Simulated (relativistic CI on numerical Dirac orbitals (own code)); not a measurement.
What each ingredient does to the levels of Tl⁸⁰⁺

Base calculation: Dirac-Coulomb-Breit CI, orbitals from a KLI potential per configuration, model QED.

Configuration list: 1s, 2s, 2p, 3s, 3p, 3d, 4s, 4p, 4d, 4f, 5s, 5p, 5d, 5f, 5g, 6s, 6p, 6d. Levels of other configurations are missing.

The lowest level and the first level of each name with at least 55 % of one term (blank where a level has no safe partner in the second run):

| Level | Base (eV) | Shift (eV) |
| --- | --- | --- |
| 1s ²S1/2 | 0.0 | 0.0 |
| 2p ²P°1/2 | 73264.2 | +165.1 |
| 2s ²S1/2 | 73300.5 | +138.3 |
| 2p ²P°3/2 | 75771.9 | +163.5 |
| 3p ²P°1/2 | 87624.9 | +168.5 |
| 3s ²S1/2 | 87635.6 | +160.5 |
| 3d ²D3/2 | 88370.6 | +169.7 |
| 3p ²P°3/2 | 88372.4 | +167.9 |
| 3d ²D5/2 | 88576.0 | +169.3 |
| 4p ²P°1/2 | 92541.7 | +169.2 |
| 4s ²S1/2 | 92546.1 | +165.9 |
| 4d ²D3/2 | 92853.4 | +169.6 |
| 4p ²P°3/2 | 92854.2 | +168.9 |
| 4f ²F°5/2 | 92940.5 | +169.7 |

Question: One thing was changed in a second run, which moved the levels as shown. Which?
A. non-relativistic limit
B. configuration mixing switched off
C. QED terms removed
D. Breit term removed

Answer: C. QED terms removed. QED shifts follow the density of s (and p1/2) electrons at the nucleus, so configurations move by their count of such electrons; where none moves, the smaller shifts of p3/2 electrons and of j = l + 1/2 against j = l − 1/2 set the pattern.
